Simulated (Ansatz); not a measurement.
Cost and result up the ladder for Si(NCS)2Cl2 (SiC2S2N2Cl2) (9 atoms). Total charge 0; singlet. Geometry: r2SCAN-D4/def2-SVP.

```tsv
atom	x (Å)	y (Å)	z (Å)
Si1	0.7738	0.2282	-0.3069
N2	-0.4993	1.2914	0.0430
C3	-1.3576	2.1055	0.2701
S4	-2.4814	3.1569	0.5689
N5	0.2816	-1.3555	0.0443
C6	0.0014	-2.5054	0.2683
S7	-0.3732	-3.9989	0.5632
Cl8	2.3970	0.7078	0.8341
Cl9	1.2577	0.3698	-2.2849
```

Ansatz; hardware A = 2 threads of AMD EPYC 7R13 on a shared host and a share (18 GiB) of an NVIDIA H100 80GB HBM3; B = 2 threads of AMD EPYC 7R13 on a shared host. Times are rough, and most runs start from the orbitals of an earlier one. CAM-B3LYP-D4/def2-TZVPD serves as the yardstick here, not as an exact answer. Differences are given only for rows in sets of like size (and for xTB, whose basis is part of the method), since another set adds its own error. Binding counts from free atoms at the same level (Si triplet, N quartet, C triplet, S triplet, Cl doublet; other spins of the atoms weren't run), without zero-point energy or a counterpoise term.

Correlated methods freeze 29 core orbitals. The rows differ in basis, and correlated rows in double-zeta sets carry the largest basis error.

Correlated methods converge slowly with the basis, most of all in double-zeta sets.

| level | functions | wall time | binding energy per atom (eV) | difference from CAM-B3LYP-D4/def2-TZVPD (eV) |
| --- | --- | --- | --- | --- |
| PBE-D4/def2-SVP [B] | 146 | 2.1 s | 4.83 | – |
| PBE0-D4/def2-SVP [B] | 146 | 3.4 s | 4.60 | – |
| PBE0-D4/def2-TZVP [A] | 309 | 4.3 s | 4.60 | 0.10 |
| r2SCAN-D4/def2-TZVP [A] | 309 | 4.9 s | 4.60 | 0.10 |
| CAM-B3LYP-D4/def2-TZVP [A] | 309 | 6 s | 4.50 | 0.00 |
| BLYP-D4/def2-TZVP [A] | 309 | 6.5 s | 4.62 | 0.12 |
| MP2/def2-TZVP [A] | 309 | 6.5 s | 4.59 | 0.09 |
| PBE-D4/def2-TZVP (with forces) [A] | 309 | 6.5 s | 4.81 | 0.31 |
| PBE-D4/def2-TZVPD [A] | 375 | 6.5 s | 4.81 | 0.31 |
| revPBE-D4/def2-TZVP [A] | 309 | 7 s | 4.65 | 0.15 |
| PBE0-D4/def2-TZVPD [A] | 375 | 7 s | 4.60 | 0.10 |
| CCSD(T)/def2-SVP [A] | 146 | 7 s | 4.11 | – |
| RPA@PBE/def2-TZVP [A] | 309 | 8 s | 4.05 | -0.45 |
| CAM-B3LYP-D4/def2-TZVPD [A] | 375 | 9.5 s | 4.50 | 0.00 |
